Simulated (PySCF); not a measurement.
**How methods differ on the excitation energy of Ta⁺**

Ta⁺ [Xe] 4f14 5d3 6s1 (5F) → Ta⁺ [Xe] 4f14 5d4 (5D), as a difference of total energies. All numbers are calculated (PySCF 2.14, scalar relativity through the core potential, in def2-TZVPPD with the def2 core potential (60 electrons) (6s5p3d2f1g, 59 functions)). Correlated levels: valence: 5s2 5p6 frozen; valence and next inner shell: nothing frozen outside the core potential. The calculations carry no spin-orbit coupling.

```tsv
method	excitation energy (eV)
UHF	1.615
LDA	1.446
PBE	1.443
PBE0	1.390
r2SCAN	1.750
BLYP	1.556
TPSS	1.529
TPSSh	1.495
r2SCANh	1.698
MP2 (valence)	1.463
SCS-MP2 (valence)	1.565
MP2 (valence and next inner shell)	1.549
SCS-MP2 (valence and next inner shell)	1.607
```

How much does correlation contribute at MP2 (valence and next inner shell)?

1.549 − (1.615) = -0.066 eV, measured against UHF.
